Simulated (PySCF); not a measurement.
PySCF input for C₄H₅NSi, SMILES C([SiH](N)C#C)#C, PBE/pcSseg-1. Coordinates come from a B3LYP-D3(BJ)/def2-SVP optimisation. This is a generated structure with no PubChem entry under its InChIKey; it may be hypothetical. Other conformers were not sampled.

```python
import numpy as np
from pyscf import gto, scf, dft
from pyscf.prop.nmr import rks as nmr

mol = gto.M(
    atom='''
    C     2.62042147   -0.32060759   -0.77785311
    C     1.53657555   -0.25942543   -0.22777923
    Si   -0.09951399   -0.15653138    0.59871436
    N    -0.82107199   -1.72381570    0.55350657
    C    -1.05454257    1.16958050   -0.25983756
    C    -1.71351962    2.02998948   -0.81592479
    H     3.57869313   -0.37474577   -1.26165178
    H     0.04389369    0.24210881    2.02158955
    H    -0.87431647   -2.21712080   -0.33335063
    H    -1.65022419   -1.90040335    1.11367988
    H    -2.29095516    2.79108843   -1.30844614
    ''',
    basis='pcSseg-1',
    charge=0,
    spin=0,
    max_memory=1600,
    verbose=3,
)
mf = dft.RKS(mol, xc='pbe')
mf.grids.level = 3
mf.conv_tol = 1e-10
mf.max_cycle = 100
mf.kernel()
n = nmr.NMR(mf)
n.verbose = 2
n.max_cycle_cphf = 60
sigma = n.kernel()
print('atom   isotropic/ppm   span/ppm')
for i, s in enumerate(sigma):
    w = np.linalg.eigvalsh((s + s.T) / 2)
    print(f'{mol.atom_symbol(i):2s}{i + 1:3d} {w.mean():14.3f} {w[2] - w[0]:11.3f}')
```

It prints:

```
converged SCF energy = -499.13693523274
atom   isotropic/ppm   span/ppm
C   1         82.752     250.467
C   2         95.422     291.647
Si  3        408.561      79.324
N   4        240.280      43.983
C   5         91.305     298.108
C   6         83.738     233.458
H   7         29.083      14.254
H   8         26.296       7.748
H   9         30.684      16.066
H  10         30.760      17.331
H  11         28.993      13.573
```

The calculation finished and met its thresholds.

Cost: around 21 core-seconds (rough).
